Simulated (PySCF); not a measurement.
Job for PySCF: R-B3LYP/6-311+G** on C3H8O2 (a complex), monomers drawn apart or pushed together.

```python
from pyscf import gto, scf, dft, mp
from pyscf.data.elements import chemcore

mol = gto.M(
    atom='''
    O    -0.71713349    0.58540542    0.45083050
    H    -0.62531740   -0.06651684    1.16799908
    H    -0.58808702    0.09518473   -0.36621523
    C     0.70321291    0.97430086    4.98006509
    C     0.54234092   -0.51499750    5.14841957
    C     0.89986349   -1.09200310    6.49525113
    O     0.13854374   -1.22804918    4.25117174
    H     1.64818191    1.31137423    5.41070261
    H     0.63555766    1.25761701    3.93226252
    H    -0.09478902    1.47515657    5.53656826
    H     0.59615843   -2.13439387    6.55339887
    H     1.98135985   -1.02035463    6.64096183
    H     0.43386521   -0.51570441    7.29743733
    ''',
    basis='6-311+g**',
    charge=0, spin=0, verbose=3, max_memory=1800)
mf = dft.RKS(mol, xc='b3lyp')
mf.conv_tol = 1e-8
mf.max_cycle = 100
mf.kernel()
if not mf.converged:
    mf = mf.newton().run(mf.mo_coeff, mf.mo_occ)
```

The log:

```
converged SCF energy = -269.679336758746
```

The run converged.

Cost: around 15 core-seconds (rough).
